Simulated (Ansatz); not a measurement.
Consider the cleavage of the B–Ge bond: `[SiH3][GeH]([Cl])[BH]Cl` + `CCNC` → `CCN(C)BCl` + `[SiH3][GeH2][Cl]`.

Isolated molecules relaxed with PBE0-D4/def2-TZVP in Ansatz; ΔE leaves out vibrations. CCSD(T)/CBS adds triple-zeta CCSD(T) − MP2 to the extrapolated MP2 energy (def2 sets, frozen cores). Functionals use def2-TZVPP. B3LYP here is the variant with VWN-RPA as its local correlation; programs differ in this. For Ge outer-core shells are correlated without core-valence functions, which leaves a few kJ/mol of doubt a bond. Scalar relativity is left out up to krypton. One conformer a species, not always the lowest.

`[SiH3][GeH]([Cl])[BH]Cl`:

Cartesian coordinates in Å:
```
Si 0.949 0.846 -1.264
Ge -0.307 0.364 0.709
Cl 1.131 0.405 2.338
B -1.240 -1.473 0.662
Cl -0.671 -2.791 1.619
H 1.627 2.157 -1.106
H 1.957 -0.226 -1.466
H 0.033 0.891 -2.435
H -1.310 1.498 1.003
H -2.170 -1.671 -0.060
```

`CCNC`:

```xyz
13

C    -0.236   -1.507    1.067
C     0.041   -0.080    0.645
N     0.109    0.036   -0.795
C     0.312    1.393   -1.247
H     0.530   -2.179    0.676
H    -0.256   -1.596    2.155
H    -1.206   -1.846    0.690
H     1.006    0.245    1.052
H    -0.718    0.593    1.085
H    -0.738   -0.340   -1.203
H     0.297    1.429   -2.338
H    -0.436    2.110   -0.868
H     1.295    1.744   -0.920
```

`CCN(C)BCl`:

Z-matrix (Å, degrees):
```
C
C 1 1.519
H 1 1.092 2 110.3
H 1 1.092 2 110.4 3 119.5
H 1 1.092 2 111.9 3 -119.8
N 2 1.454 1 113.1 3 178.6
H 2 1.096 1 110.2 3 57.5
H 2 1.090 1 109.7 3 -60.3
B 6 1.385 2 124.7 1 98.1
C 6 1.447 2 114.4 1 -80.6
Cl 9 1.773 6 121.5 2 0.3
H 9 1.192 6 120.9 2 -179.6
H 10 1.089 6 109.8 2 179.1
H 10 1.096 6 110.7 2 -60.9
H 10 1.094 6 111.4 2 59.2
```

`[SiH3][GeH2][Cl]`:

Z-matrix (Å, degrees):
```
Si
Ge 1 2.380
H 1 1.484 2 108.9
H 1 1.487 2 109.5 3 119.9
H 1 1.484 2 108.9 3 -120.1
Cl 2 2.169 1 106.5 3 60.1
H 2 1.537 1 114.0 3 176.6
H 2 1.537 1 114.0 3 -56.5
```

| level | ΔE (kJ/mol) | difference from CCSD(T)/CBS |
| --- | --- | --- |
| PBE-D4 | -147.9 | 5.1 |
| r2SCAN-D4 | -153.8 | -0.8 |
| PBE0-D4 | -150.9 | 2.1 |
| B3LYP-D4 | -155.3 | -2.3 |
| r2SCAN | -153.1 | -0.1 |
| PBE0 | -149.2 | 3.8 |
| SCS-MP2/def2-TZVPP | -158.7 | -5.7 |
| CCSD/def2-TZVPP | -154.6 | -1.6 |
| HF/CBS(def2) | -155.5 | -2.5 |
| CCSD/CBS(def2) | -152.0 | 1.0 |
| CCSD(T)/CBS | -153.0 | 0 |

Largest T1 diagnostic among the species: 0.012.

From PBE to PBE0 (25 % exact exchange), in def2-TZVPP and without D4, ΔE moves by −3.4 kJ/mol. The D4 term adds −3.0 kJ/mol with B3LYP and −1.7 kJ/mol with PBE0; it sums over pairs of atoms, weighted by their polarisabilities, and B3LYP, whose exchange is more repulsive, gets the larger term.
